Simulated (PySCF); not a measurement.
**PdS₂: from structure and modes to constants**

Method: UPBE0 in PySCF with Pd def2-SVP with ECP28, S def2-SVP; scalar-relativistic core potentials, no spin–orbit coupling; density-fitted integrals.

The triplet minimum has C2v symmetry. Masses (u): Pd 105.90348, S 31.97207.

```xyz
3
charge 0 multiplicity 3, angstrom
Pd    0.0000    0.0000   -0.8048
S     1.0051    0.0000    1.3336
S    -1.0051    0.0000    1.3336
```

Harmonic wavenumbers (cm⁻¹): 161.1 (b2, ×1), 248.6 (a1, ×1), 597.3 (a1, ×1).

(1) Find the principal moments of inertia and the rotational constants. What kind of rotor is it?

(2) Give the standard entropy (298.15 K, 1 bar) by its translational, rotational, vibrational and spin parts, and Cp.

Answers

(1) About the centre of mass I = 64.602, 182.32, 246.92 u Å². With B = 16.8576/I this gives 0.2609, 0.09246, 0.06827 cm⁻¹. The molecule is an asymmetric top with κ = -0.75.

(2) Sackur–Tetrode with M = 169.85 u gives 172.9; rotation with symmetry number 2 gives 104.6; vibration 19.8; spin R ln 3 = 9.1. The total is 306.5 J/(mol K), and Cp = 4 R + 19.6 = 52.9 J/(mol K).

Other isomers or separated fragments may lie lower. Other spin states or occupations of the open shell can lie lower.
